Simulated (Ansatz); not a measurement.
Cartesian coordinates in Å:
```
F 0.231 2.546 1.461
Si -0.500 1.201 0.990
C 0.627 0.267 -0.153
Si -0.031 -1.344 -0.810
Cl 1.366 -2.211 -2.048
H -1.755 1.593 0.303
H -0.804 0.410 2.207
H 1.564 0.059 0.376
H 0.867 0.910 -1.007
H -1.262 -1.132 -1.609
H -0.303 -2.299 0.290
```

The species carries charge 0 and has multiplicity 1.

(1) List the PBE/def2-TZVPP orbital energies in eV (Ansatz). (An estimate is asked.)

Results:

(1) Ansatz gave: Occupied: -2738.99, -1780.68, -1780.63, -659.88, -269.19, -249.57, -190.26, -190.10, -190.10, -138.34, -138.27, -95.14, -95.07, -95.04, -95.04, -94.98, -94.98, -29.58, -20.62, -18.00, -13.60, -13.09, -11.25, -11.11, -10.56, -10.45, -9.74, -9.12, -9.02, -8.38, -8.20, -7.62, -7.54. Lowest empty: -1.43, -0.38, 0.20, 0.67, 0.78, 0.88, 1.13, 1.37.
